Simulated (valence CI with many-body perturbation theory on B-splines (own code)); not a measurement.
**Questions on Yb37+**

Method: relativistic CI+MBPT: five valence electrons over a frozen Dirac-Fock core [Ar] 3d10, a basis of 9 s, 9 p, 8 d, 6 f, 3 g, 1 h functions for each j, with the one-electron correlation potential Σ1 (screened to all orders), the two-electron term Σ2, the three-electron term Σ3, Breit, model QED; selected single and double excitations, second order for the rest, scaled by the run's own slope (own B-spline code, finite nucleus).

No measured spectrum was set against this ion. As an estimate, large intervals hold to a few tenths of a per cent, small ones and those within an open d or f shell to about a per cent. Among the levels kept, up to 770 cm⁻¹ of a level comes from second order outside the variational space, and about a tenth of that is noise between levels of different J, which matters for small intervals.

Levels are named by their leading jj configuration (3d3/2^4 stands for four electrons in 3d with j = 3/2), which in mixed levels can hold well under half, so a name can repeat and another be missing.

Rates and lifetimes use the calculated energies. Strong lines usually hold to 10 to 20 %, long lifetimes can be off by a factor of two.

Question: What is the ground level?

Answer: (4s^2 4p1/2^2 4p3/2) J=3/2, composition 46 % 4s2 4p3 2P° + 28 % 4s2 4p3 4S° + 26 % 4s2 4p3 2D°, g = 1.375.

Question: Name the longest-lived excited levels whose lifetime is computed, and their main decay.

Answer: (4s^2 4p1/2 4p3/2^2) J=5/2 at 563910 cm⁻¹ lives 1.75 μs, mostly by M1 to (4s^2 4p1/2^2 4p3/2) J=3/2; (4s^2 4p1/2 4p3/2^2) J=1/2 at 614810 cm⁻¹ lives 506 ns, mostly by M1 to (4s^2 4p1/2^2 4p3/2) J=3/2; (4s^2 4p1/2 4p3/2^2) J=3/2 at 523370 cm⁻¹ lives 355 ns, mostly by M1 to (4s^2 4p1/2^2 4p3/2) J=3/2. The lifetime of (4s^2 4p1/2 4p3/2 4d5/2) J=9/2 is too uncertain to give, and may be longer.

Question: What are the static dipole polarisabilities of the lowest levels?

Answer: (4s^2 4p1/2^2 4p3/2) J=3/2 0.0481 (tensor 0.0032); (4s^2 4p1/2 4p3/2^2) J=3/2 0.0542 (tensor 0.00051) bohr³, of which the core gives 0.00280.

Question: How well does LS coupling describe the low levels?

Answer: Among the lowest 20 levels the leading LS term, summed over configurations, holds 53 % on average. For single configurations the figures are 49 % in LS and 87 % in jj coupling. Terms mix most in the J = 5/2 level at 1323500 cm⁻¹, where the leading one holds 27 %.

Question: Among levels below 2408100 cm⁻¹, which E1 lines absorb most strongly from the ground level?

Answer: to (4s^2 4p1/2 4p3/2 4d3/2) J=5/2 at 5.576 nm, f = 0.746; to (4s^2 4p1/2 4p3/2 4d3/2) J=3/2 at 5.555 nm, f = 0.632; to (4s^2 4p1/2^2 4d5/2) J=5/2 at 7.556 nm, f = 0.308.
